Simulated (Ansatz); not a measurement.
Computed with Ansatz on PBE0-D4/def2-TZVP structures; ΔE is electronic, products minus reactants. CBS: MP2 limit from def2 TZ/QZ plus the TZ coupled-cluster correction, frozen cores. This one scheme is used for every species. DFT in def2-TZVPP. One conformer a species, not always the lowest.

Consider the hydrogenolysis of the Si–Si bond: `N[Si](F)([SiH3])Cl` + H₂ → `N[SiH](F)Cl` + SiH₄.

`N[Si](F)([SiH3])Cl`:

```xyz
10

N    -0.425   -1.681    0.481
Si   -0.400   -0.371   -0.595
F     0.172   -0.937   -1.973
Si    0.872    1.400    0.237
Cl   -2.267    0.366   -1.082
H    -0.768   -2.582    0.186
H    -0.583   -1.528    1.464
H     0.364    1.740    1.593
H     0.731    2.582   -0.650
H     2.303    1.012    0.339
```

H₂:

```xyz
2

H     0.261    0.111   -0.242
H    -0.261   -0.111    0.242
```

`N[SiH](F)Cl`:

Z-matrix (Å, degrees):
```
Si
F 1 1.593
Cl 1 2.039 2 105.8
N 1 1.685 2 114.5 3 -118.7
H 1 1.471 2 106.2 3 118.7
H 4 1.006 1 122.2 2 81.4
H 4 1.006 1 121.7 2 -76.3
```

SiH₄:

Cartesian coordinates in Å:
```
Si 0.000 0.000 0.000
H 0.046 0.533 -1.385
H 0.046 1.127 0.965
H 1.164 -0.893 0.225
H -1.257 -0.767 0.194
```

```tsv
level	ΔE (eV)
LDA (SPW92)	-0.19
PBE-QIDH	-0.33
CCSD(T)/def2-TZVPP	-0.35
HF/CBS(def2)	-0.65
```

Task: What does CCSD(T)/CBS give? (An estimate is asked.)

Result: The calculation gave: -0.31 eV. The listed levels differ from it by 0.12, -0.02, -0.04, -0.34 eV.

Task: What do rigid-rotor, harmonic-oscillator terms from PBE0-D4/def2-TZVP frequencies (298.15 K, 1 bar) make of the CCSD(T)/CBS value? (An estimate is asked.)

Result: The calculation gave: ΔZPE = +0.12 eV, ΔH = -0.24 eV, ΔS = 11 J/(mol·K), ΔG = -0.27 eV.

Largest T1 diagnostic among the species: 0.011.

From PBE to PBE0 (25 % exact exchange), in def2-TZVPP and without D4, ΔE moves by −0.08 eV. The D4 term adds +0.13 eV with B3LYP and +0.07 eV with PBE0; it sums over pairs of atoms, weighted by their polarisabilities, and B3LYP, whose exchange is more repulsive, gets the larger term. At CCSD(T), def2-SVP lies −0.16 eV from the extrapolated value and def2-TZVPP −0.05 eV.

B3LYP here is the variant with VWN-RPA as its local correlation; programs differ in this.
